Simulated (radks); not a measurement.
Results of a calculation; reference values are marked as such.
Dipole-allowed excitations along the series with 46 electrons in [Kr] 4d10. Level of theory: scalar-relativistic Kohn-Sham, LDA (Slater exchange, VWN5 correlation), spin-unpolarised, spherical densities, finite nucleus; Fermi nuclear charge, rms radius of each element as measured or else 0.836 A^(1/3) + 0.57 fm (a radial shooting solver on a logarithmic mesh with Libxc functionals). Time-dependent linear response with the Hartree and adiabatic LDA kernel, continuum included through the Sternheimer equations, no spin-orbit coupling, so fine structure and intercombination lines are absent. Lines are the poles of the dipole polarisability below minus the highest occupied eigenvalue, found on a grid refined at the orbital gaps; the lowest seven at most are given, and weak or close lines can be missed. The first line takes the name of the lowest orbital gap if no other gap lies below it; otherwise a line is named after a gap within 0.6 % of it, if that gap stands alone.

| species | -e(HOMO) (eV) | lowest orbital gap (eV) | first line (eV) | f | static alpha (bohr^3) |
|---|---|---|---|---|---|
| Ho21+ | 700.03 | 4d-4f 164.67 | 203.53 (4d-4f) | 6.11 | 0.1426 |
| Er22+ | 753.52 | 4d-4f 170.47 | 210.37 (4d-4f) | 5.90 | 0.1293 |
| Tm23+ | 808.78 | 4d-4f 176.27 | 217.19 (4d-4f) | 5.71 | 0.1176 |
